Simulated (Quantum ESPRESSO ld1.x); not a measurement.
Task: Radial electron density D(r) = 4 pi r^2 rho(r) of an atom or ion with 45 electrons. Method: non-relativistic Kohn-Sham, LDA (Slater exchange, VWN5 correlation), spin-polarised, spherical densities, point nucleus; computed with ld1.x of Quantum ESPRESSO 7.5.

r (bohr)  D(r) (e/bohr)   spin D(r)
0.002687          6.787  -0.0000265
0.003054          8.439  -0.0000329
0.003471          10.44  -0.0000407
0.003945          12.84  -0.0000500
0.004484          15.68  -0.0000611
0.005096          19.01  -0.0000740
0.005792          22.85  -0.0000889
0.006583          27.20   -0.000106
0.007482          32.02   -0.000124
0.008504          37.23   -0.000144
0.009665          42.68   -0.000165
0.01098           48.16   -0.000185
0.01248           53.40   -0.000204
0.01419           58.07   -0.000218
0.01613           61.81   -0.000223
0.01833           64.31   -0.000212
0.02083           65.35   -0.000172
0.02368           64.90  -0.0000755
0.02691           63.20    0.000127
0.03059           60.81    0.000532
0.03476           58.57     0.00131
0.03951           57.45     0.00278
0.0449            58.36     0.00547
0.05103           61.79      0.0102
0.058             67.53      0.0183
0.06592           74.50      0.0315
0.07493           80.94      0.0522
0.08516           84.81      0.0828
0.09679           84.61       0.126
0.11              80.18       0.181
0.125             73.00       0.246
0.1421            65.91       0.315
0.1615            61.90       0.372
0.1836            62.45       0.402
0.2086            66.49       0.387
0.2371            70.53       0.318
0.2695            70.45       0.205
0.3063            63.88      0.0813
0.3481            51.81     0.00159
0.3956            38.17      0.0248
0.4497            27.61       0.187
0.5111            22.78       0.479
0.5809            23.03       0.835
0.6602            25.22        1.15
0.7503            26.02        1.33
0.8528            23.78        1.32
0.9692            18.96        1.13
1.102             13.17       0.854
1.252             7.976       0.560
1.423             4.196       0.317
1.617             1.903       0.154
1.838            0.7347      0.0622
2.089            0.2370      0.0207
2.374           0.06239     0.00549
2.699           0.01300     0.00113
3.067          0.002070    0.000174

What is the nuclear charge?

Result: Z = 52. The innermost maximum, from 1s, lies near 1/Z = 0.0192 bohr (found: 0.0213), and its height grows with Z. The density is that of the tellurium ion Te7+ in [Kr] 4d9; the configuration itself is not fixed sharply by these data, and Z only to a few units. D(r) has 4 maxima, at r = 0.0213, 0.0901, 0.253, 0.733 bohr, and minima at 0.0401, 0.169, 0.536 bohr, inside which lie 2.01, 11.36, 28.97 electrons.
